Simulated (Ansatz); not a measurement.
Basis-set extrapolation for CHBClF$_{2}$N (`N=C(F)B(F)Cl`) (PBE0-D4/def2-TZVP geometry, frozen core, Ansatz 0.2.0). Multiplicity 1, RHF reference.

|  | def2-TZVPP | def2-QZVPP |
| --- | --- | --- |
| HF | -776.201905 | -776.228086 |
| MP2 correlation | -1.123168 | -1.220996 |
| CCSD(T) correlation | -1.192919 | not run |

Energies in hartree. Use E(X) = E(∞) + A·exp(−7.88·√X) for Hartree–Fock and E(X) = E(∞) + B·X^(−2.97) for correlation, with X = 3 and 4, and add CCSD(T) minus MP2 of the smaller set to the MP2 limit.

**Question.** What is the CCSD(T) energy at the basis-set limit?

**Answer.** HF limit: -776.228086 + (-0.026181) × 0.13774 = -776.23169. MP2 limit: -1.220996 + (-0.097828) × 0.74074 = -1.29346. Higher-order term: -1.192919 − (-1.123168) = -0.06975. Total: -777.59490 hartree, 525.3 kJ/mol below CCSD(T)/def2-TZVPP.
